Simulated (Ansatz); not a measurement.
Species: BGeH₃F, charge 0, doublet. BGeH3F (SMILES F[B][GeH3], doublet).
B3LYP-D3(BJ)/def2-TZVP minimum from Ansatz (a first-principles code):
```xyz
6

B     -0.9982     0.7841    -0.6053
F     -1.9981     0.1669    -1.1684
Ge     0.6198    -0.1390     0.3651
H      0.6537     0.3871     1.8103
H      0.5794    -1.6833     0.3892
H      1.9066     0.3207    -0.3417
```
Charge 0, spin multiplicity 2.

Total energies in hartree (Ansatz). Open shells are spin-unrestricted; no spin-orbit coupling. Correlated methods leave the cores frozen (noble-gas shells, and filled d and f shells in the p block). No relativity. Where a partner has so few electrons that a lower coupled-cluster level is exact, that level stands in.

| species | HF/cc-pVTZ | CCSD(T)/cc-pVTZ | HF/cc-pVQZ | CCSD(T)/cc-pVQZ | CCSD(T)/cc-pVDZ | CCSDT(Q)/cc-pVDZ |
|---|---|---|---|---|---|---|
| 1: BGeH3F (SMILES [GeH3][B]F, doublet) | -2201.30051 | -2201.78990 | -2201.31446 | -2201.83835 | -2201.56895 | -2201.57071 |
| 2: B (doublet) | -24.53207 | -24.59810 | -24.53297 | -24.60084 | -24.58941 | -24.58977 |
| 3: F (doublet) | -99.40552 | -99.62036 | -99.41377 | -99.65026 | -99.52757 | -99.52776 |
| 4: Ge (triplet) | -2075.36107 | -2075.42794 | -2075.36359 | -2075.43284 | -2075.34866 | -2075.34895 |
| 5: H (doublet) | -0.49981 | -0.49981 | -0.49995 | -0.49995 | -0.49928 | -0.49928 |

Task: Work out the atomisation energy (electronic, to ground-state atoms) in kcal/mol: take Hartree-Fock from cc-pVQZ, extrapolate the CCSD(T) correlation energy as X^-3 (X = 3, 4), and add CCSDT(Q) - CCSD(T) in cc-pVDZ. 1 hartree = 627.51 kcal/mol.

Result: 
Species 1: correlation (64·(-0.52389) - 27·(-0.48939))/37 = -0.54907; step -0.00176; E1 = -2201.31446 + (-0.54907) + (-0.00176) = -2201.86529
Species 2: correlation (64·(-0.06787) - 27·(-0.06603))/37 = -0.06921; step -0.00036; E2 = -24.53297 + (-0.06921) + (-0.00036) = -24.60254
Species 3: correlation (64·(-0.23649) - 27·(-0.21484))/37 = -0.25229; step -0.00019; E3 = -99.41377 + (-0.25229) + (-0.00019) = -99.66625
Species 4: correlation (64·(-0.06925) - 27·(-0.06687))/37 = -0.07099; step -0.00029; E4 = -2075.36359 + (-0.07099) + (-0.00029) = -2075.43487
Species 5: correlation (64·(0.00000) - 27·(0.00000))/37 = 0.00000; step +0.00000; E5 = -0.49995 + (0.00000) + (+0.00000) = -0.49995
-1·E1 +1·E2 +1·E3 +1·E4 +3·E5 = 0.66178 hartree = 415.3 kcal/mol.
